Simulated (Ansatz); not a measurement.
```yaml
crystal:
  periodic: [false, false, false]
  atoms:
    - {symbol: O, position_ang: [-0.602780, 1.739889, -1.014449]}
    - {symbol: Si, position_ang: [-0.345000, 0.632379, 0.199720]}
    - {symbol: Si, position_ang: [1.924259, 0.063504, 0.122046]}
    - {symbol: Ga, position_ang: [-1.734513, -1.339138, 0.055459]}
    - {symbol: H, position_ang: [-1.511177, 1.903898, -1.271065]}
    - {symbol: H, position_ang: [-0.591720, 1.250878, 1.543457]}
    - {symbol: H, position_ang: [2.801296, 1.263841, 0.181289]}
    - {symbol: H, position_ang: [2.236797, -0.692830, -1.121396]}
    - {symbol: H, position_ang: [2.222672, -0.811620, 1.289406]}
    - {symbol: H, position_ang: [-2.908663, -1.442995, -0.992518]}
    - {symbol: H, position_ang: [-1.491170, -2.567816, 1.008032]}
basis:
  gaussian: {orbitals: def2-mTZVPP, final_grid: {core_spheres: 1, valence_spheres: 1, degree: 5}}
hamiltonian: {xc: {name: r2SCAN}}
output: {forces: true}
```

```sh
$ ansatz run in.yaml --threads 4 --pin off --events-out ev --progress --plain --max-ram 10444MiB
```

Output, abridged:

```
Functional definition: r2SCAN
1420 factors; their error is unknown
mean field evaluation 1: about -70287.3300 eV, gradient 6.1e1 eV
mean field evaluation 2: about -70206.6136 eV, gradient 1.6e2 eV
mean field evaluation 4: about -70292.9849 eV, gradient 9.6e0 eV
mean field evaluation 8: about -70248.0061 eV, gradient 1.8e2 eV
mean field evaluation 16: about -70287.8704 eV, gradient 1.4e-1 eV
mean field -70287.87051883 eV, -2583.0315987373 hartree, gradient 5.1e-5 eV, S^2 0.000000; 0 other end points of the search recorded, 0 dependent functions left out
reference -70287.87057248 eV, -2583.0316007086 hartree; 37, 37 occupied and 112, 112 virtual orbitals, 1420 factors
Total energy: -70287.87057248 eV, -2583.0316007086 hartree
Atom 0 at    -0.602780     1.739889    -1.014449 Å, force    -7.336120    -3.474999     2.464531 eV/Å
Atom 1 at    -0.345000     0.632379     0.199720 Å, force     1.825401     5.044794    -4.347906 eV/Å
Atom 2 at     1.924259     0.063504     0.122046 Å, force    -1.390530     1.305050     0.550620 eV/Å
Atom 3 at    -1.734513    -1.339138     0.055459 Å, force    -0.772609     0.520218    -0.682584 eV/Å
Atom 4 at    -1.511177     1.903898    -1.271065 Å, force     9.435114    -1.412764     1.965634 eV/Å
Atom 5 at    -0.591720     1.250878     1.543457 Å, force     0.127328    -0.514642    -0.252115 eV/Å
Atom 6 at     2.801296     1.263841     0.181289 Å, force    -1.095139    -1.973058     0.131107 eV/Å
Atom 7 at     2.236797    -0.692830    -1.121396 Å, force    -0.349458     1.052861     0.772035 eV/Å
Atom 8 at     2.222672    -0.811620     1.289406 Å, force    -1.000558     1.204358    -2.117834 eV/Å
Atom 9 at    -2.908663    -1.442995    -0.992518 Å, force    -0.005858     0.582660    -0.502131 eV/Å
Atom 10 at    -1.491170    -2.567816     1.008032 Å, force     0.562429    -2.334479     2.018645 eV/Å
Dipole moment:    -0.218334    -0.010716    -0.031609 e Å
```

**Question.** Something in this input is off. What?

**Answer.** The integration grid is far too coarse. Self-consistency was reached. The result belongs to that input, not to the molecule as meant.
